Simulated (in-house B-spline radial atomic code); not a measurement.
## TDHF excitations of Cd III (Cd2+)

Method: TDHF. Computed with a B-spline radial code for spherical atoms: linear response of the closed shell [Kr] 4d10 with bare exchange (time-dependent Hartree-Fock); scalar-relativistic (spin-free one-electron X2C), finite nucleus, no spin-orbit coupling, no double excitations, S, P, D and F terms only; shells from n = 2 respond. Only terms of natural parity with L up to 3 were computed.

Command:
```bash
python run_td.py task.json out
```
Settings (radii: box in bohr, nucleus in fm):
```
Z                        48
electrons                46
configuration            [Kr] 4d10
hamiltonian              x2c
method                   hf
box_radius               3
wall_radius              3
rms_radius               4.6087
intervals                64
```

Run time, properties included: 3 s on 1 thread of Arm Neoverse N1, on a shared host.

Confined states, up to the first strongly mixed one, which can leave gaps near the end. Labels give the largest channel, * marks a mixed state, and oscillator strengths are full-response dipole values. Energies in eV:

```json
{"state": "4d → 5s 3D", "full response": "?", "Tamm-Dancoff": "?", "oscillator strength": "-"}
{"state": "4d → 5s 1D", "full response": "21.186", "Tamm-Dancoff": "21.217", "oscillator strength": "-"}
{"state": "4d → 5p 3P", "full response": "?", "Tamm-Dancoff": "?", "oscillator strength": "-"}
{"state": "4d → 5p 3F", "full response": "33.31", "Tamm-Dancoff": "33.39", "oscillator strength": "-"}
{"state": "4d → 5p 1F", "full response": "34.39", "Tamm-Dancoff": "34.41", "oscillator strength": "-"}
{"state": "4d → 5p 1P", "full response": "35.48", "Tamm-Dancoff": "35.65", "oscillator strength": "1.16"}
{"state": "4d → 4f 3P", "full response": "47.24", "Tamm-Dancoff": "47.31", "oscillator strength": "-"}
{"state": "4d → 4f 3F", "full response": "49.85", "Tamm-Dancoff": "49.93", "oscillator strength": "-"}
{"state": "4d → 4f 1F", "full response": "52.11", "Tamm-Dancoff": "52.15", "oscillator strength": "-"}
{"state": "4d → 5d 3S", "full response": "55.85", "Tamm-Dancoff": "56.04", "oscillator strength": "-"}
{"state": "4d → 5d 3D", "full response": "59.50", "Tamm-Dancoff": "59.57", "oscillator strength": "-"}
{"state": "4d → 5d 1D", "full response": "61.18", "Tamm-Dancoff": "61.22", "oscillator strength": "-"}
{"state": "4d → 4f 1P", "full response": "61.51", "Tamm-Dancoff": "63.63", "oscillator strength": "10.8"}
{"state": "4d → 5d 1S", "full response": "71.41", "Tamm-Dancoff": "73.19", "oscillator strength": "-"}
{"state": "4p → 5s 3P", "full response": "84.60", "Tamm-Dancoff": "84.64", "oscillator strength": "-"}
{"state": "4p → 5s 1P", "full response": "85.79", "Tamm-Dancoff": "85.85", "oscillator strength": "0.747"}
```

Task: Where does 4d → 5p 3P lie?

Result: At 32.17 eV in full response, 32.28 eV in Tamm-Dancoff.

Task: Where does 4d → 5s 3D lie?

Result: At 19.806 eV in full response, 19.876 eV in Tamm-Dancoff.

Task: How large is the singlet-triplet splitting of 4d → 5s (D terms) in Tamm-Dancoff?

Result: 1.34 eV, from the unrounded values.

Task: What polarisabilities and dispersion coefficient does the method give?

Result: Dipole 3.001 bohr³, quadrupole 6.524 bohr⁵, C6 14.2 hartree·bohr⁶ for two such species.
